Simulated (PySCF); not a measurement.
Species: CH7PSSi.
SMILES with atom numbers: `[CH3:1][S:2][SiH2:3][PH2:4]` (hydrogens: H5, H6, H7 on C1; H8, H9 on Si3; H10, H11 on P4)

Computed by this run: PySCF, PBE0-D3(BJ)/def2-SVP geometry optimisation, gas phase; density fitting, grid level 1; the optimiser is geomeTRIC in internal coordinates, started from a GFN2-xTB structure with every atom displaced at random (about 0.01 Å).

Step 0: E = -29131.9812 eV
```
atom  x, y, z in Å  |  force x, y, z in eV/Å
C1     -2.3094   -0.0340   -0.0432   -0.403   1.898  -0.635
S2     -0.9135    0.9142    0.6012    0.278   0.281   0.360
Si3     0.6482   -0.1052   -0.4318    0.357   0.646   1.015
P4      2.6457    0.6694    0.3457   -1.087  -0.370   1.900
H5     -2.3748    0.0841   -1.1369   -0.066  -0.151   0.062
H6     -2.2465   -1.0480    0.2316    0.047  -1.742   0.428
H7     -3.2076    0.4233    0.4018    0.029  -0.154  -0.048
H8      0.5810   -1.5231   -0.1136    0.011  -0.822   0.106
H9      0.4340    0.0734   -1.8437   -0.041   0.073  -1.180
H10     3.3332    0.0561   -0.6493    0.952  -0.809  -1.357
H11     2.5516    1.8707   -0.3133   -0.077   1.149  -0.651
```

Step 1: E = -29132.1817 eV
```
atom  x, y, z in Å  |  force x, y, z in eV/Å
C1     -2.3314    0.0112   -0.0403    0.050  -0.525   0.179
S2     -0.8930    0.8726    0.6689    0.073   0.014  -0.057
Si3     0.6651   -0.1361   -0.4030   -0.011   0.001  -0.129
P4      2.6242    0.6967    0.3759    0.157   0.035  -0.385
H5     -2.3663    0.1037   -1.1328   -0.010   0.054  -0.083
H6     -2.3227   -1.0651    0.2384   -0.024   0.381  -0.108
H7     -3.2284    0.4729    0.3886   -0.049   0.058   0.014
H8      0.6195   -1.6120   -0.1331    0.044   0.075   0.022
H9      0.4973    0.0386   -1.8896   -0.018   0.010   0.143
H10     3.3751    0.0520   -0.6854   -0.206   0.204   0.286
H11     2.5024    1.9464   -0.3392   -0.007  -0.307   0.118
```

Q: Estimate the geometry and energy of step 2. (The exact step hangs on the optimiser's Hessian estimate; all steps are aligned on step 1, rigid shifts and turns removed.)

A: E = -29132.1948 eV, largest force 0.103 eV/Å
```
atom  x, y, z in Å  |  force x, y, z in eV/Å
C1     -2.3302    0.0102   -0.0404   -0.014  -0.100   0.017
S2     -0.8839    0.8635    0.6664    0.016   0.001  -0.015
Si3     0.6720   -0.1426   -0.4052   -0.007  -0.024  -0.020
P4      2.6227    0.6970    0.3745    0.025  -0.001  -0.071
H5     -2.3709    0.1194   -1.1338   -0.005   0.022   0.004
H6     -2.3321   -1.0591    0.2246    0.007   0.070  -0.015
H7     -3.2216    0.4802    0.3965    0.004   0.015  -0.009
H8      0.6439   -1.6135   -0.1271    0.015   0.003   0.010
H9      0.4937    0.0330   -1.8832   -0.010   0.010   0.021
H10     3.3711    0.0691   -0.6760   -0.036   0.037   0.061
H11     2.4771    1.9238   -0.3477    0.004  -0.032   0.018
```

The energy changes by -0.0131 eV. The first-order estimate −F·Δx gives -0.0221 eV and the mean of the old and new forces, exact on a quadratic surface, -0.0130 eV. The step makes an angle of 67° with the force vector and moves no atom by more than 0.035 Å.

The cost below is that of the whole optimisation. The run took 43 s wall on an Arm Neoverse N1 with one thread, shared host, and the process peaked at 0.42 GiB of memory.
